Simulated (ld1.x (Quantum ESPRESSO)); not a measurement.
Varying the ultrasoft potential for thallium (Tl)

Base potential:

* Element: Tl
* Generator: ld1.x (Quantum ESPRESSO) 7.5
* Type: ultrasoft
* Functional: LDA (PZ)
* Relativity: fully relativistic
* Frozen core: [Xe] 4f14 5d10
* Valence charge: 3
* Reference configuration: 6s2 6p1
* Partial waves: 6s (bound): rcut 1.85, rcutus 2.10 bohr; 6s channel at 1.85 Ry: rcut 1.85, rcutus 2.10 bohr; 6p (bound): rcut 1.95, rcutus 2.40 bohr; 6p channel at 2.25 Ry: rcut 1.95, rcutus 2.40 bohr
* Local potential: all-electron potential smoothed inside 1.95 bohr (lloc = -1)
* Core correction: none
* Augmentation charge: PSQ, radius 1.95 bohr

Open shells are filled in proportion to 2j + 1 (rel_dist='average').

All-electron outer shells of the reference configuration (LDA (PZ), scalar-relativistic, ld1.x):

```json
{"shell": "5p", "level (eV)": "-76.26", "outermost node (bohr)": "0.50", "outermost maximum (bohr)": "0.90"}
{"shell": "5d", "level (eV)": "-15.62", "outermost node (bohr)": "0.53", "outermost maximum (bohr)": "1.11"}
{"shell": "6s", "level (eV)": "-9.83", "outermost node (bohr)": "1.04", "outermost maximum (bohr)": "2.08"}
{"shell": "6p", "level (eV)": "-2.58", "outermost node (bohr)": "1.23", "outermost maximum (bohr)": "2.91"}
```

Cutoffs, loose and tight: the cutoffs (Ry, on a coarse ladder) from which the occupation-weighted sum of valence levels, in a spherical-Bessel basis at the reference potential, stays within 10 and 1 mRy of its value at 400 Ry. They do not see the model core or the augmentation charge, which bear on the density cutoff. Test errors are all-electron minus pseudo excitation energies from the reference, over the configurations 6s2 6p0; 6s1 6p0; 6s2 6p0.5; 6s2 6p1.3; 6s1 6p1; 6s1 6p2; 6s0 6p3. A dash means not determined; rows that change the core or the reference have their own tests. The largest error is taken over the tests solved by every variant that gives reliable tests at all: 6s1 6p0; 6s1 6p1; 6s1 6p2; 6s2 6p0; 6s2 6p0.5; 6s2 6p1.3.

A true bound ghost makes a file unfit for plane-wave use even where its test errors are small: the radial tests pick states by their node count and pass the ghost by.

```tsv
change	outcome	cutoff, loose	cutoff, tight	bound ghosts	largest test error (meV)
base	generated	8 Ry	10 Ry	d	+103
core correction a·sin(br)/r model core inside 0.78 bohr	generated	8 Ry	10 Ry	d	-453
core correction a·sin(br)/r model core inside 1.04 bohr	generated	8 Ry	10 Ry	d	-452
core correction a·sin(br)/r model core inside 1.28 bohr	generated	8 Ry	10 Ry	d	-451
core correction a·sin(br)/r model core inside 1.48 bohr	generated	8 Ry	10 Ry	d	-449
core correction a·sin(br)/r model core inside 1.62 bohr	generated	8 Ry	10 Ry	d	-447
core correction a·sin(br)/r model core inside 1.84 bohr	generated	8 Ry	10 Ry	d	-441
core correction a·sin(br)/r model core inside 2.06 bohr	generated	8 Ry	10 Ry	d	-429
core correction a·sin(br)/r model core inside 2.26 bohr	generated	8 Ry	10 Ry	d	-411
```

What comes out with this change to the base: core correction a·sin(br)/r model core inside 2.58 bohr?

outcome: generated; cutoff, loose: 8 Ry; cutoff, tight: 10 Ry; bound ghosts: d; largest test error (meV): -355.
